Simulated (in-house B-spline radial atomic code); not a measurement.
Configurations of Sr⁵⁺, with energies counted from [Ar] 3d10 4s2 (4p1/2)2 (4p3/2)1. Computed with a B-spline radial code for spherical atoms: Dirac-Hartree-Fock, average of each configuration as written, Fermi nucleus of rms radius 4.224 fm. Energies include first-order Breit, QED and recoil terms.

Occupations are held fixed; configurations that lie above the ionisation limit could autoionise.

```
                                        configuration  E - E(ref) (eV)  highest orbital  its <r> (bohr)
             [Ar] 3d10 4s1 (4p1/2)1 (4p3/2)2 (4d5/2)1           52.014            4d5/2           1.758
[Ar] (3d3/2)4 (3d5/2)5 4s2 (4p1/2)2 (4p3/2)1 (4d3/2)1           150.36            4d3/2           1.669
[Ar] (3d3/2)4 (3d5/2)5 4s2 (4p1/2)1 (4p3/2)2 (6g9/2)1           197.66            6g9/2           7.268
         [Ar] (3d3/2)3 (3d5/2)6 4s2 (4p3/2)3 (8f7/2)1           207.15            8f7/2           14.09
```

(1) Order these further configurations by energy, lowest first.
A. [Ar] 3d10 4s2 (4p1/2)1 (4p3/2)2
B. [Ar] (3d3/2)3 (3d5/2)6 4s2 (4p1/2)1 (4p3/2)3
C. [Ar] 3d10 4s1 (4p3/2)3 (4f5/2)1
D. [Ar] 3d10 4s1 (4p1/2)1 (4p3/2)2 (7d3/2)1
E. [Ar] 3d10 4s1 (4p3/2)3 (8d5/2)1

Answers

(1) A (0.79932 eV), C (78.184 eV), D (95.298 eV), E (100.99 eV), B (123.49 eV).
